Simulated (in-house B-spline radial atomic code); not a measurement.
## RPA and G0W0 on CAM-B3LYP: Ca⁵⁺

Configuration [Ne] 3s2 3p3, highest spin, mean-field start CAM-B3LYP. Computed with an all-electron radial atomic-structure program (B-spline basis): all electrons, non-relativistic, point nucleus, each spin shell either full or empty, empty states to l = 9 with an (l + 1/2)⁻⁴ tail; G0W0 by contour deformation at full frequency.

Command:
```bash
python run_gw.py task.json out
```
Settings (radii: box in bohr, nucleus in fm):
```
Z                        20
electrons                15
configuration            [Ne] 3s2 3p3
hamiltonian              nr
method                   camb3lyp
lmax                     9
spin_polarised           True
box_radius               10.43
intervals                48
```

Cost of the run: 2.1 s on 1 thread of Arm Neoverse N1 (shared host).

Energies (hartree):

| term | value |
| --- | --- |
| mean-field total | -669.49830 |
| Hartree-Fock functional on these orbitals | -668.86376 |
| direct second order | -1.0172 |
| second-order exchange | 0.36932 |
| SOSEX correction | 0.33969 |

Task: What is the RPA correlation energy, and what remains with SOSEX?

Result: RPA gives -0.90945 hartree (-1.65 eV per electron); RPA + SOSEX gives -0.56976, and the second-order doubles -0.6479 hartree (no singles). RPA lacks exchange-type terms and so overcorrelates at short range.

Quasi-particle levels (eV):

```json
{"level": "3p up", "occupied": "yes", "mean field": "-102.22", "Σx - vxc": "-5.50", "Σc": "?", "QP weight": "?", "G0W0": "?"}
{"level": "3s down", "occupied": "yes", "mean field": "-116.37", "Σx - vxc": "-2.37", "Σc": "-2.87", "QP weight": "0.962", "G0W0": "-121.61"}
{"level": "2p down", "occupied": "yes", "mean field": "-424.57", "Σx - vxc": "-24.78", "Σc": "6.93", "QP weight": "0.926", "G0W0": "-442.42"}
{"level": "3p down", "occupied": "no", "mean field": "-89.13", "Σx - vxc": "7.62", "Σc": "-3.17", "QP weight": "0.958", "G0W0": "-84.68"}
```

G0W0 = mean field + (Σx - vxc) + Σc, with Σc (partial-wave tail included) taken at the quasi-particle energy. Only the outer levels were computed. Levels of low weight are left out.

Task: Where does G0W0 put 3p up?

Result: At -108.02 eV, with Σc = -0.30 eV and a quasi-particle weight of 0.959. The tabulated removal energy is 108.78 ± 0.25 eV (NIST, semi-empirical); the calculation leaves out relativity, Breit and QED terms, and what these don't explain is the method's own error.
